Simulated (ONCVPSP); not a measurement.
# tantalum (Ta), ONCV: configuration errors across variants

| Property | Result |
| --- | --- |
| Element | tantalum |
| Generator | ONCVPSP 4.0.1 |
| Type | optimised norm-conserving Vanderbilt (ONCV) |
| Functional | PW91 |
| Relativity | fully relativistic |
| Frozen core | [Kr] 4d10 4f14 |
| Valence charge | 13 |
| Reference configuration | 5s2 5p6 5d2 (charge +3) |
| Partial waves | 5s: rc 1.85 bohr, ncon 4, nbas 8, qcut 5.9 1/bohr, 2 projectors, debl 2.7 Ha; 5p: rc 2.10 bohr, ncon 4, nbas 7, qcut 6.2 1/bohr, 1 projector; 5d: rc 2.05 bohr, ncon 3, nbas 8, qcut 9.4 1/bohr, 2 projectors, debl 0.4 Ha |
| Local potential | polynomial inside 1.50 bohr (lpopt 5, dvloc0 1 Ha) |
| Core correction | none |

Open shells are filled in proportion to 2j + 1.

In the s channel the program set the typed energies aside and used -3.709, 0.050 Ha. In the d channel the program set the typed energies aside and used -1.060, 0.250 Ha (j = l + 1/2; the other j can differ).

All-electron excitation energies from the reference (eV): (1) 5s2 5p6 5d3 6s2 -47.228; (2) 5s2 5p6 5d3 6s1 -38.697; (3) 5s2 5p6 5d3 -23.665; (4) 5s2 5p5 5d3 6s2 -1.678.

2 further variants failed, have other tests or too few solved ones, and are left out.

Errors AE − PS in meV (a dash: test not solved or not reliable):

| change | (1) | (2) | (3) | (4) | bound ghosts | GHOST(+) flags above zero |
| --- | --- | --- | --- | --- | --- | --- |
| base | +60 | +30 | +1.4 | +24 | none | s |
| s: qcut 4; p: qcut 4.2; d: qcut 6.3 | +65 | +33 | -0.7 | +79 | none | none |
| s: qcut 5; p: qcut 5.3; d: qcut 8 | +63 | +32 | +0.4 | +43 | none | none |
| s: qcut 5.8; p: qcut 6; d: qcut 9.2 | +60 | +30 | +1.2 | +26 | none | s |

Task: Give the same row for: s: qcut 6.5; p: qcut 6.9; d: qcut 10.4.

Result: +59, +29, +2.1, +12; bound ghosts: none; GHOST(+) flags above zero: none.
